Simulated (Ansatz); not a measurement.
Consider the substitution at a C–Si bond: `B[Si](C)(F)Cl` + `O[SiH2][SiH](O)F` → `CO[SiH2][SiH](O)F` + `B[SiH](F)Cl`.

Calculated with Ansatz (gas phase, PBE0-D4/def2-TZVP geometries, no zero-point term in ΔE). CBS: MP2 limit from def2 TZ/QZ plus the TZ coupled-cluster correction, frozen cores. Functionals use def2-TZVPP. B3LYP here is the variant with VWN-RPA as its local correlation; programs differ in this. One conformer a species, not always the lowest.

```
          level  ΔE (kJ/mol)
       B3LYP-D4        105.5
         r2SCAN        115.2
CCSD/def2-TZVPP        106.9
   HF/CBS(def2)         88.8
```

Problem. What does CCSD(T)/CBS give? (An estimate is asked.)

Solution. The calculation gave: +112.5 kJ/mol. The listed levels differ from it by -7.0, 2.7, -5.6, -23.7 kJ/mol.

Largest T1 diagnostic among the species: 0.012.

The D4 term adds +3.9 kJ/mol with B3LYP and +2.0 kJ/mol with PBE0; it sums over pairs of atoms, weighted by their polarisabilities, and B3LYP, whose exchange is more repulsive, gets the larger term. In def2-TZVPP, CCSD(T) changes the Hartree–Fock value by +19.3 kJ/mol (the triples alone add +2.2 kJ/mol) and MP2 by +26.1 kJ/mol.
